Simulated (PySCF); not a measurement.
From one molecule to another.

First species: C8H10NP.
Atom-mapped SMILES: `[CH2:1]=[C:2]([CH3:3])[PH:4][c:5]1[cH:6][cH:7][cH:8][cH:9][n:10]1` (hydrogens: H11, H12 on C1; H13, H14, H15 on C3; H16 on P4; H17 on C6; H18 on C7; H19 on C8; H20 on C9)

Second species: C8H10NP.
Z-matrix (Å and degrees, GFN2-xTB geometry), rows numbered from 1:
```
C 
C   1  1.5032
C   2  1.3952  1  117.42
N   3  1.3170  2  127.25  1   179.98
C   4  1.3099  3  121.21  2    -0.10
P   5  1.7382  4  128.37  3     0.12
C   2  1.3947  1  121.18  3  -179.93
C   7  1.4786  2  120.95  1     0.07
C   8  1.5083  7  119.58  2   145.66
C   9  1.4875  8   60.45  7   108.74
H   1  1.0893  2  110.80  3   119.12
H   1  1.0892  2  110.83  3  -120.50
H   1  1.0872  2  110.19  3    -0.67
H   3  1.0842  2  118.70  1    -0.04
H   5  1.0865  4  114.92  3  -179.84
H   8  1.0807  7  115.39  2     0.22
H   9  1.0798  8  117.98 10   109.32
H   9  1.0813  8  117.16 10  -108.30
H  10  1.0796  8  117.97  9  -109.24
H  10  1.0814  8  117.13  9   108.36
```

Levels: PBE0/pcSseg-1 for dipole moment, HOMO energy, LUMO energy and HOMO–LUMO gap; GFN2-xTB for rotational constant A and rotational constant C. Geometries: GFN2-xTB. Each species is one conformer at its optimised geometry, gas phase, non-relativistic unless stated; the electronic structure was computed with PySCF and density fitting.

The conformers computed, where there is a choice (atom-mapped SMILES and torsion angles):
- `[CH2:1]=[C:2]([CH3:3])[PH:4][c:5]1[cH:6][cH:7][cH:8][cH:9][n:10]1`: C1–C2–P4–C5 -100°, C2–P4–C5–C6 124°
- `[CH3:1][c:2]1[cH:3][n:4][cH:5][p:6][c:7]1[CH:8]1[CH2:9][CH2:10]1`: P6–C7–C8–C9 -34°

```tsv
property	column X	column Y
dipole moment	2.50 D	3.15 D
HOMO energy	-6.60 eV	-6.89 eV
LUMO energy	-0.96 eV	-1.67 eV
HOMO–LUMO gap	5.64 eV	5.22 eV
rotational constant A	2.289 GHz	1.831 GHz
rotational constant C	0.675 GHz	0.708 GHz
```

Which column belongs to which species?

Column X is the first species and column Y the second. The first has 20 atoms and 80 electrons, the second 20 and 80.

How does each property change from the first species to the second?

dipole moment +0.65 D; HOMO energy -0.29 eV; LUMO energy -0.71 eV; HOMO–LUMO gap -0.42 eV; rotational constant A -0.458 GHz; rotational constant C +0.033 GHz.

On the first: A dipole of 2.50 D is allowed in C1, and pure rotational transitions are dipole-allowed. In atomic units the dipole is 0.98 e·bohr (1 au = 2.5417 D).

On the second: In atomic units the dipole is 1.24 e·bohr (1 au = 2.5417 D).
